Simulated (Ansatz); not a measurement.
`C#[C][GeH2][F]` + `N[SiH3]` → `C#CN[SiH3]` + `[F][GeH3]` at 400 K and 1 bar (substitution at a C–Ge bond).

Gas-phase electronic energies from Ansatz, PBE0-D4/def2-TZVP geometries. CCSD(T)/CBS is the MP2 limit (def2-TZVPP, def2-QZVPP) plus CCSD(T) − MP2 in def2-TZVPP, frozen cores. This one scheme is used for every species. For Ge outer-core shells are correlated without core-valence functions, which leaves a few kJ/mol of doubt a bond. Scalar relativity is left out up to krypton.

```tsv
species	CCSD(T)/CBS energy (Eh)	H − E (kJ/mol)	S (J/(mol·K))
`C#[C][GeH2][F]`	-2253.77838	123.5	339.7
`N[SiH3]`	-346.80422	153.0	285.3
`C#CN[SiH3]`	-422.82807	185.8	346.9
`[F][GeH3]`	-2177.72589	83.9	268.6
```

H − E and S are ideal-gas, rigid-rotor, harmonic terms from PBE0-D4/def2-TZVP. 1 Eh = 2625.50 kJ/mol, R = 8.31446 J/(mol·K).

By hand: ΔE, ΔH, ΔS and ΔG.

ΔE = (-422.82807) + (-2177.72589) − (-2253.77838) − (-346.80422) = 0.02864 Eh = 75.2 kJ/mol. Δ(H − E) = 185.8 + 83.9 − 123.5 − 153.0 = -6.8, so ΔH = 68.4 kJ/mol. ΔS = 346.9 + 268.6 − 339.7 − 285.3 = -9.5 J/(mol·K). ΔG = 68.4 − 400 × (-9.5)/1000 = 72.2 kJ/mol.

By hand: the equilibrium constant, and the temperature at which ΔG would vanish if ΔH and ΔS stayed fixed.

log₁₀ K = −ΔG/(RT ln 10) = -9.4. ΔH and −TΔS have one sign here, so there is no such temperature.

The number of gas molecules stays the same, so ΔS is small and ΔH decides. A doubt of 5 kJ/mol in ΔE shifts log₁₀ K by 0.7 here. These are equilibria of isolated gas molecules and say nothing of rates. Largest T1 diagnostic: 0.013 (customary marks: 0.02 for closed shells, 0.045 for open ones).
